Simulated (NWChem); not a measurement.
A series in which one site is exchanged, each optimised at PBE0/def2-SVP with NWChem, gas phase unless a solvent is named. Some are not confirmed as minima by frequencies. def2 effective core potentials on Bi; no spin-orbit coupling.

A: B[SiH3] (BSiH₅; site = B)
B: [BiH2][SiH3] (SiBiH5; site = Bi)
C: N[SiH3] (SiNH5; site = N)

| quantity | A | B | C |
|---|---|---|---|
| dipole (D), PBE0/def2-SVP | 0.42 | [?] | 1.44 |
| orbital gap (eV), PBE0/def2-SVP | 6.04 | [?] | 8.19 |
| vertical ionisation energy, ΔSCF, PBE/def2-SVP (eV) | 10.65 | [?] | 9.52 |
| vertical ionisation energy, ΔSCF, B3LYP/def2-SVP (eV) | 10.85 | [?] | 9.73 |
| lowest singlet excitation, B3LYP/def2-SVPD, TDA (eV) | 4.28 | [?] | 6.05 |

### Question
Some entries are withheld; supply them.

### Answer

- dipole (D), PBE0/def2-SVP, B: 0.88
- orbital gap (eV), PBE0/def2-SVP, B: 6.94
- vertical ionisation energy, ΔSCF, PBE/def2-SVP (eV), B: 9.21
- vertical ionisation energy, ΔSCF, B3LYP/def2-SVP (eV), B: 9.32
- lowest singlet excitation, B3LYP/def2-SVPD, TDA (eV), B: 5.56
